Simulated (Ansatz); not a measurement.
Cost and result for the atomization energy of C2H4ClFSi (`C=C[SiH](F)Cl`) (9 atoms, 8 bonds).

```xyz
9

C    -0.9402    1.1586   -0.4702
C    -0.7512   -0.0704    0.0038
Si    0.9487   -0.7334    0.2184
F     1.1564   -2.0447   -0.6607
Cl    1.2706   -1.2779    2.1614
H    -0.1067    1.7980   -0.7496
H    -1.9308    1.5843   -0.6000
H    -1.6139   -0.6748    0.2749
H     1.9670    0.2603   -0.1780
```

Total charge 0; spin multiplicity 1. The structure was optimised at the PBE0-D4/def2-TZVP level. It is one conformer, not always the lowest. Program: Ansatz. All runs use 4 threads of an AMD EPYC 7B13 on a shared host. Times are those of one run each, without the atoms' runs, and a repeat can differ threefold. Electronic energies, without spin–orbit coupling; frozen cores. CCSD(T)/CBS adds CCSD(T) − MP2 in def2-TZVPP to the MP2 limit, and its time is that of the two runs behind it. T1 = 0.011. B3LYP takes the VWN-RPA correlation (the form of Gaussian; ORCA's B3LYP/G).

CCSD(T)/CBS is a level of theory with its own doubt, some kJ/mol a heavy atom from the limit and from the frozen cores, so smaller differences don't rank the functionals.

```json
{"level": "LDA (SPW92)/def2-TZVPP", "functions": "233", "wall time": "0.9 s", "atomization (kcal/mol)": "964.7", "difference from CCSD(T)/CBS": "111.9", "per bond": "14.0"}
{"level": "BLYP-D4/def2-TZVPP", "functions": "233", "wall time": "1.3 s", "atomization (kcal/mol)": "846.0", "difference from CCSD(T)/CBS": "-6.8", "per bond": "-0.8"}
{"level": "revPBE-D4/def2-TZVPP", "functions": "233", "wall time": "1.4 s", "atomization (kcal/mol)": "844.1", "difference from CCSD(T)/CBS": "-8.7", "per bond": "-1.1"}
{"level": "PBE-D4/def2-TZVPP (with forces)", "functions": "233", "wall time": "1.6 s", "atomization (kcal/mol)": "864.7", "difference from CCSD(T)/CBS": "11.9", "per bond": "1.5"}
{"level": "CCSD(T)/def2-SVP", "functions": "98", "wall time": "2.7 s", "atomization (kcal/mol)": "799.2", "difference from CCSD(T)/CBS": "-53.6", "per bond": "-6.7"}
{"level": "r2SCAN-D4/def2-TZVPP (with forces)", "functions": "233", "wall time": "3.1 s", "atomization (kcal/mol)": "854.0", "difference from CCSD(T)/CBS": "1.2", "per bond": "0.1"}
{"level": "B3LYP-D4/def2-TZVPP (with forces)", "functions": "233", "wall time": "3.4 s", "atomization (kcal/mol)": "847.7", "difference from CCSD(T)/CBS": "-5.1", "per bond": "-0.6"}
{"level": "B2PLYP/def2-TZVPP", "functions": "233", "wall time": "3.6 s", "atomization (kcal/mol)": "841.9", "difference from CCSD(T)/CBS": "-10.9", "per bond": "-1.4"}
{"level": "PBE-QIDH/def2-TZVPP", "functions": "233", "wall time": "3.7 s", "atomization (kcal/mol)": "847.7", "difference from CCSD(T)/CBS": "-5.1", "per bond": "-0.6"}
{"level": "ωB97X-V/def2-TZVPP", "functions": "233", "wall time": "4.7 s", "atomization (kcal/mol)": "852.5", "difference from CCSD(T)/CBS": "-0.3", "per bond": "0.0"}
{"level": "MP2/def2-QZVPP", "functions": "431", "wall time": "12 s", "atomization (kcal/mol)": "863.3", "difference from CCSD(T)/CBS": "10.5", "per bond": "1.3"}
{"level": "CCSD(T)/def2-TZVPP", "functions": "233", "wall time": "66 s", "atomization (kcal/mol)": "829.7", "difference from CCSD(T)/CBS": "-23.1", "per bond": "-2.9"}
{"level": "CCSD(T)/CBS(def2)", "functions": "–", "wall time": "78 s", "atomization (kcal/mol)": "852.8", "difference from CCSD(T)/CBS": "0.0", "per bond": "0.0"}
```

At CCSD(T), def2-SVP lies −53.6 kcal/mol from the extrapolated value and def2-TZVPP −23.1 kcal/mol: correlation converges slowly with the basis, and small sets miss more of it in the bonded molecule than in its fragments. From BLYP to BHLYP (50 % exact exchange), in def2-TZVPP and without D4, the atomization energy moves by −15.0 kcal/mol: exact exchange takes away binding that semilocal exchange gives to molecules. The D4 term adds +7.9 kcal/mol with B3LYP and +4.1 kcal/mol with PBE0; it sums over pairs of atoms, weighted by their polarisabilities, and B3LYP, whose exchange is more repulsive, gets the larger term.
